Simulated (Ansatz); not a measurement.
Born–Oppenheimer molecular dynamics of a periodic cell of 40 atoms, H3CCl (contents 8 CH3Cl, density as packed 1.14 g/cm³ with natural masses). It starts from a partly relaxed structure (largest force component 0.25 eV/Å).

Theory: DFT LDA, scalar-relativistic, plane waves, PAW (Ansatz 0.2.0). Settings: cutoff 420 eV, k mesh 1x1x1, fermi-dirac smearing 0.02 eV, no spin polarisation.

```
ensemble        : NVT, Langevin thermostat
time step       : 0.5 fs
steps asked     : 300
set temperature : 1500 K
friction        : 0.02 /fs
seed            : 673268
```

Frames 10 fs apart, positions in Å.

Velocities at 10.0 fs (Å/ps):

```
C -1.14 3.42 0.39
Cl 3.24 0.31 -1.03
H 24.74 -23.17 -64.72
H -25.54 57.16 7.76
H -6.09 21.17 13.62
C -5.44 -6.26 -6.72
Cl 6.55 -0.10 10.75
H -22.13 1.18 35.46
H -31.38 -2.76 10.14
H -23.46 -15.79 10.04
C 5.55 -3.21 -9.79
Cl -4.07 -4.44 -3.46
H 23.69 34.24 11.63
H 27.77 44.38 -7.55
H 59.39 20.39 12.05
C 2.39 -13.14 6.78
Cl -3.00 -3.67 -6.71
H 18.79 38.97 18.26
H -8.86 -9.42 14.57
H 0.18 -14.91 36.45
C 5.94 8.59 22.58
Cl -4.66 -3.09 9.13
H 15.05 21.15 8.27
H -0.76 62.61 58.44
H -33.96 -29.32 -35.81
C -7.83 5.29 -6.54
Cl -8.78 4.58 4.20
H 13.38 29.13 -40.66
H -4.91 -3.44 -3.33
H 27.06 16.72 47.05
C -0.26 -1.46 -10.11
Cl -5.79 -4.33 -7.59
H 4.45 12.30 -19.91
H 51.89 -51.93 30.06
H 21.70 6.51 9.27
C -12.94 -6.20 -3.57
Cl -2.97 6.05 -3.95
H -4.03 20.56 73.55
H 16.39 75.96 12.92
H 13.55 41.92 4.32
```

```xyz
40
Lattice="8.3815 0.0000 0.0000 0.0000 8.3815 0.0000 0.0000 0.0000 8.3815" Properties=species:S:1:pos:R:3 time_fs=10.0 energy_less_start_eV=3.367 T=1093
C 3.395 0.890 5.323
Cl 5.057 0.739 6.269
H 3.495 1.874 4.745
H 3.129 -0.024 4.735
H 2.686 1.113 6.087
C 5.837 5.822 2.672
Cl 7.231 6.414 1.683
H 5.128 5.281 2.014
H 6.333 5.062 3.323
H 5.331 6.604 3.207
C 0.211 1.702 7.310
Cl 0.210 1.552 9.165
H -0.812 2.215 7.007
H 1.128 2.199 6.961
H -0.013 0.538 6.951
C -0.167 5.549 6.591
Cl 1.125 6.750 6.138
H 0.146 4.511 6.266
H -0.056 5.769 7.648
H -1.227 5.742 6.277
C 5.411 3.889 -0.077
Cl 3.716 3.746 0.307
H 5.515 4.923 -0.460
H 6.253 3.802 0.621
H 5.659 3.346 -0.935
C 8.430 1.569 4.165
Cl 9.205 3.109 4.264
H 8.171 1.090 3.226
H 9.010 0.754 4.675
H 7.397 1.755 4.557
C 3.413 7.389 0.587
Cl 2.461 6.993 2.204
H 4.446 7.513 0.787
H 2.792 6.841 -0.183
H 2.918 8.323 0.451
C 5.541 0.774 2.938
Cl 5.550 2.673 3.045
H 4.412 0.593 2.631
H 5.892 0.456 1.873
H 5.853 0.014 3.708
40
Lattice="8.3815 0.0000 0.0000 0.0000 8.3815 0.0000 0.0000 0.0000 8.3815" Properties=species:S:1:pos:R:3 time_fs=20.0 energy_less_start_eV=3.807 T=955
C 3.406 0.999 5.376
Cl 5.071 0.723 6.251
H 3.669 1.594 4.530
H 2.991 0.021 4.823
H 2.673 1.399 6.091
C 5.803 5.789 2.651
Cl 7.281 6.394 1.762
H 4.942 5.308 2.100
H 6.110 4.998 3.383
H 5.532 6.668 3.180
C 0.290 1.738 7.270
Cl 0.160 1.524 9.112
H -0.572 2.427 7.051
H 1.226 2.234 7.044
H 0.489 0.614 6.817
C -0.114 5.470 6.670
Cl 1.081 6.731 6.069
H 0.309 4.533 6.180
H -0.032 5.444 7.744
H -1.104 5.830 6.422
C 5.463 4.016 0.079
Cl 3.678 3.732 0.378
H 5.524 5.004 -0.372
H 5.956 4.025 1.014
H 5.583 3.263 -0.613
C 8.350 1.659 4.146
Cl 9.153 3.169 4.289
H 8.266 1.622 3.047
H 8.903 0.833 4.617
H 7.439 1.733 4.834
C 3.321 7.319 0.568
Cl 2.422 6.935 2.129
H 4.370 7.473 0.627
H 3.406 6.379 -0.082
H 3.079 8.331 0.176
C 5.402 0.746 2.834
Cl 5.521 2.724 2.990
H 4.314 0.421 3.178
H 6.149 0.919 1.987
H 6.118 0.633 3.721
40
Lattice="8.3815 0.0000 0.0000 0.0000 8.3815 0.0000 0.0000 0.0000 8.3815" Properties=species:S:1:pos:R:3 time_fs=30.0 energy_less_start_eV=4.585 T=928
C 3.479 1.055 5.533
Cl 5.083 0.709 6.204
H 3.891 1.633 4.715
H 3.079 -0.109 5.473
H 2.800 1.587 6.162
C 5.754 5.778 2.681
Cl 7.277 6.379 1.802
H 5.188 5.470 1.792
H 5.980 4.972 3.405
H 5.361 6.698 3.112
C 0.443 1.762 7.273
Cl 0.149 1.509 9.046
H -0.461 2.186 6.748
H 1.331 2.343 7.237
H 0.345 0.838 6.623
C -0.077 5.433 6.710
Cl 1.070 6.709 6.028
H -0.006 4.598 5.911
H 0.263 5.237 7.689
H -0.978 5.887 6.444
C 5.453 4.145 0.148
Cl 3.638 3.740 0.438
H 5.360 5.157 -0.223
H 5.925 3.998 1.103
H 5.968 3.329 -0.284
C 8.293 1.739 4.171
Cl 9.156 3.265 4.339
H 7.962 1.761 3.062
H 9.013 0.907 4.152
H 7.314 1.560 4.699
C 3.344 7.228 0.608
Cl 2.401 6.848 2.037
H 4.189 7.495 1.195
H 3.385 6.284 -0.069
H 2.724 7.888 -0.144
C 5.447 0.893 2.770
Cl 5.429 2.795 2.898
H 4.443 0.264 2.636
H 5.749 0.428 1.653
H 6.181 0.583 3.583
40
Lattice="8.3815 0.0000 0.0000 0.0000 8.3815 0.0000 0.0000 0.0000 8.3815" Properties=species:S:1:pos:R:3 time_fs=40.0 energy_less_start_eV=4.685 T=1224
C 3.540 1.074 5.740
Cl 5.122 0.748 6.222
H 3.543 1.433 4.554
H 2.871 0.128 5.440
H 3.190 1.750 6.425
C 5.764 5.870 2.676
Cl 7.245 6.407 1.830
H 4.971 5.749 1.916
H 6.035 5.059 3.398
H 5.241 6.668 3.287
C 0.520 1.773 7.261
Cl 0.125 1.500 8.965
H -0.174 2.443 6.765
H 1.300 2.426 7.184
H 0.756 0.763 7.079
C -0.009 5.445 6.677
Cl 1.080 6.649 6.058
H -0.063 4.485 6.061
H 0.395 5.186 7.622
H -0.950 5.923 7.011
C 5.330 4.195 0.216
Cl 3.625 3.769 0.474
H 5.526 5.354 0.042
H 5.771 4.017 1.164
H 5.836 3.688 -0.605
C 8.309 1.758 4.143
Cl 9.231 3.394 4.412
H 7.641 1.856 3.181
H 9.021 0.933 4.207
H 7.569 1.699 4.964
C 3.344 7.152 0.584
Cl 2.382 6.771 1.953
H 4.295 7.804 0.742
H 3.666 6.154 0.296
H 2.654 7.853 0.009
C 5.454 1.049 2.638
Cl 5.295 2.805 2.791
H 4.337 0.911 3.021
H 5.945 0.837 1.504
H 5.824 0.336 3.405
40
Lattice="8.3815 0.0000 0.0000 0.0000 8.3815 0.0000 0.0000 0.0000 8.3815" Properties=species:S:1:pos:R:3 time_fs=50.0 energy_less_start_eV=3.867 T=1279
C 3.425 1.131 5.854
Cl 5.177 0.770 6.271
H 3.345 1.732 4.780
H 2.972 0.215 6.225
H 3.045 1.891 6.431
C 5.749 6.061 2.744
Cl 7.218 6.420 1.836
H 4.789 5.896 2.184
H 5.915 5.109 3.269
H 5.701 6.855 3.519
C 0.589 1.813 7.306
Cl 0.106 1.503 8.863
H -0.259 2.040 6.659
H 1.492 2.322 7.283
H 0.863 0.890 6.816
C 0.034 5.491 6.711
Cl 1.102 6.588 6.068
H -0.211 4.656 5.947
H 0.435 4.898 7.527
H -0.905 5.983 7.153
C 5.293 4.263 0.226
Cl 3.648 3.786 0.506
H 5.186 5.374 0.228
H 5.968 3.728 0.980
H 5.475 3.860 -0.767
C 8.365 1.776 4.139
Cl 9.306 3.467 4.429
H 7.719 2.073 3.228
H 9.149 1.034 4.021
H 8.051 1.746 5.165
C 3.315 7.096 0.472
Cl 2.380 6.700 1.915
H 4.236 7.705 0.693
H 3.543 6.205 -0.115
H 2.735 7.522 -0.377
C 5.418 1.147 2.484
Cl 5.177 2.774 2.726
H 4.355 0.628 2.326
H 5.874 1.037 1.437
H 6.095 0.889 3.277
```

Of the whole run (150 fs, mean temperature of the second half 1500 K): A run of 0.15 ps of so small a system gives no equilibrium averages. Limits of this set-up: coarse k mesh.

Run time: 9.9 min on 1 thread of Arm Neoverse V2, with other jobs on the host, peak memory 0.46 GiB.
